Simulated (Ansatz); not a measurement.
`[F][SnH]([Cl])[O]C(F)(F)F` at its PBE0-D4/def2-TZVP geometry, where that method's forces vanish. Total charge 0; spin multiplicity 1. Sn: def2 effective core potential.

```xyz
9

F    -1.8582   -1.1248   -1.3062
Sn   -0.7702    0.4235   -1.2070
Cl    1.0808    0.0200   -2.4782
O    -0.2549    0.5799    0.6874
C     0.6218   -0.2073    1.2984
F     1.8620    0.2931    1.2518
F     0.6774   -1.4341    0.7419
F     0.2978   -0.3587    2.5782
H    -1.6565    1.8084   -1.5663
```

Problem. What forces (eV/Å) does r2SCAN-D4/def2-TZVPP give on these atoms in Ansatz 0.2.0? (An estimate is asked.)

Solution. Computed: 
```
F1  -0.062 -0.111  0.003
Sn2 -0.029  0.099 -0.037
Cl3  0.102 -0.031 -0.062
O4  -0.201  0.223  0.011
C5  -0.087  0.086 -0.088
F6   0.375  0.151 -0.010
F7   0.007 -0.393 -0.191
F8  -0.096 -0.037  0.370
H9  -0.009  0.012  0.005
```
